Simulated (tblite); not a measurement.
Species: C7H5N2 (charge -1).
Atom-mapped SMILES: `[N:1]#[C:2][CH-:3][c:4]1[cH:5][cH:6][n:7][cH:8][cH:9]1` (hydrogens: H10 on C3; H11 on C5; H12 on C6; H13 on C8; H14 on C9)

A start from a force field or distance geometry was refined with GFN2-xTB geometry optimisation, gas phase (tblite). Values at the start:

```csv
coordinate,start
N1≡C2,1.174 Å
C2–C3,1.436 Å
C3–C4,1.472 Å
C3–H10,1.063 Å
C4–C5,1.397 Å
C5–C6,1.390 Å
C5–H11,1.085 Å
C6–N7,1.346 Å
C6–H12,1.081 Å
N1–C2–C3,179.5°
C2–C3–C4,115.4°
C3–C4–C5,120.4°
C3–C4–C9,119.4°
C4–C5–C6,117.7°
C5–C4–C9,120.1°
C5–C6–N7,122.7°
C6–N7–C8,118.4°
```

How do these coordinates change at the GFN2-xTB level?

```
coordinate  GFN2-xTB (Å or °)  change
     C3–C4              1.390  -0.082
     C2–C3              1.372  -0.064
     C4–C5              1.424  +0.027
     C5–C6              1.366  -0.024
    C3–H10              1.086  +0.023
     N1≡C2              1.164  -0.010
    C6–H12              1.089  +0.008
     C6–N7              1.340  -0.006
    C5–H11              1.083  -0.002
  C2–C3–C4              124.4    +9.0
  C5–C4–C9              114.0    -6.1
  C6–N7–C8              115.0    -3.4
  C3–C4–C5              123.6    +3.2
  C3–C4–C9              122.4    +3.0
  C5–C6–N7              125.3    +2.6
  C4–C5–C6              120.2    +2.5
  N1–C2–C3              177.8    -1.7
```

The energy falls by 38.2 kcal/mol over 76 L-BFGS steps, the largest force on an atom goes from 3.97 to 0.009 eV/Å, and the atoms move by 0.841 Å rms after alignment. The bond that changes most is C3–C4 (ends: carbon bonded to 2 C and H; substituted aromatic carbon), which shortens by 0.082 Å. Bonds longer at the end by more than 0.005 Å: 4 of 14; shorter: 9. Among the dihedrals that turn most is C2–C3–C4–C9, from 90° to 180°. Rotational constants go from 4220, 1043, 946.0 to 5024, 1037, 859.4 MHz.

Its GFN2-xTB frequencies are all real (lowest 97 cm⁻¹).

One conformer stands for the species.

These are computed values.
